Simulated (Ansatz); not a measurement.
Reactions of `O[Si](F)(F)F`.

Isolated molecules relaxed with PBE0-D4/def2-TZVP in Ansatz; ΔE leaves out vibrations. CCSD(T)/CBS is the MP2 limit (def2-TZVPP, def2-QZVPP) plus CCSD(T) − MP2 in def2-TZVPP, frozen cores. This one scheme is used for every species. Functionals use def2-TZVPP. One conformer a species, not always the lowest.

| reaction | ωB97M-V (kJ/mol) | PBE0-D4 (kJ/mol) | B2PLYP (kJ/mol) | HF/CBS(def2) (kJ/mol) |
| --- | --- | --- | --- | --- |
| `O[Si](F)(F)F` + CH₃NH₂ → `CN[Si](F)(F)F` + H₂O | 36 | 34 | 41 | 49 |
| `O[Si](F)(F)F` + H₂S → `F[Si](F)(F)S` + H₂O | 58 | 50 | 63 | 82 |
| `O[Si](F)(F)F` + `CS[Si](F)(F)F` → `F[Si](F)(F)S[Si](F)(F)F` + CH₃OH | 106 | 100 | 113 | 121 |
| `O[Si](F)(F)F` + `C[Si@H](O)N[Si@@H](O)F` → `O[SiH](F)N[Si](O)(F)F` + `C[SiH](O)F` | -10 | -10 | -11 | -11 |
| `O[Si](F)(F)F` + `C[SiH](F)N[SiH](O)O` → `O[SiH](O)N[Si](F)(F)F` + `C[SiH](O)F` | -7 | -7 | -7 | -8 |

Give the CCSD(T)/CBS values in the same order. (An estimate is asked.)

The calculation gave: 35, 58, 112, -8, -5 kJ/mol.

Largest T1 diagnostic: 0.012, for `F[Si](F)(F)S[Si](F)(F)F`.
